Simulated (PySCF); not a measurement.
Geometries of 2 isomers of C4H10OSi, from PBE0-D3(BJ)/def2-SVP geometry optimisation, gas phase in PySCF. One conformer each, no zero-point energy, no frequencies.

Question: Which is lower in electronic energy at this level?
A.
```xyz
16
angstrom
C      2.475    0.174    0.167
O      1.389   -0.622    0.514
C      0.249   -0.358   -0.236
C     -0.987   -1.147    0.230
C     -2.112   -0.167   -0.180
Si    -0.833    1.228   -0.043
H      2.790    0.017   -0.884
H      3.315   -0.086    0.827
H      2.248    1.254    0.292
H      0.431   -0.544   -1.318
H     -1.068   -2.172   -0.170
H     -0.930   -1.226    1.328
H     -3.015   -0.177    0.445
H     -2.417   -0.316   -1.229
H     -0.748    1.820    1.328
H     -0.809    2.326   -1.061
```
B.
```xyz
16
angstrom
C     -2.810    0.355    0.656
C     -1.668   -0.260    0.344
C     -0.923   -0.092   -0.941
C      0.516    0.353   -0.739
O      1.209   -0.625   -0.001
Si     2.737   -0.397    0.621
H     -3.300    1.043   -0.042
H     -3.303    0.191    1.618
H     -1.205   -0.940    1.069
H     -1.436    0.634   -1.593
H     -0.897   -1.056   -1.481
H      0.999    0.505   -1.724
H      0.533    1.327   -0.211
H      3.735   -0.173   -0.472
H      2.763    0.791    1.532
H      3.075   -1.634    1.374
```

Answer: B. That is `C=CCCO[SiH3]`, 18.9 kcal/mol below the other.

```
           SMILES                      atoms numbered as above      E (Eh)  relative (kcal/mol)  relative (kJ/mol)  dipole (D)
     C=CCCO[SiH3]    [CH2:1]=[CH:2][CH2:3][CH2:4][O:5][SiH3:6]  -522.50094                  0.0                0.0        0.99
CO[C@H]1CC[SiH2]1  [CH3:1][O:2][C@H:3]1[CH2:4][CH2:5][SiH2:6]1  -522.47083                 18.9               79.0        0.92
```

As drawn, the lower has an Si–O bond and a C=C bond outside aromatic rings, which the higher lacks; the higher has a four-membered ring and an Si–C bond, which the lower lacks.
